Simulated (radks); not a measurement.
Problem. Sc+, configuration [Ar] 3d1 4s1 (the NIST ground configuration). All-electron calculation, non-relativistic Kohn-Sham, r2SCAN, spin-unpolarised, spherical densities, point nucleus; meta-GGA in the generalised Kohn-Sham scheme. Program: a radial shooting solver on a logarithmic mesh with Libxc functionals. Some entries of the table are withheld. Estimate them.

orbital  occ.  eigenvalue (hartree)  <r> (bohr)  <r^2> (bohr^2)
1s          2             -161.5818     0.07361        0.007276
2s          2                   (1)      0.3450          0.1408
2p          6             -14.67953      0.3082          0.1172
3s          2              -2.33259       1.082           1.349
3p          6                   (2)       1.169           1.607
3d          1              -0.35959       1.689           3.757
4s          1              -0.35302       3.455           13.49
4p          0              -0.22319       4.020           18.24

Solution. 
(1) 2s eigenvalue (hartree): -17.77316
(2) 3p eigenvalue (hartree): -1.53126
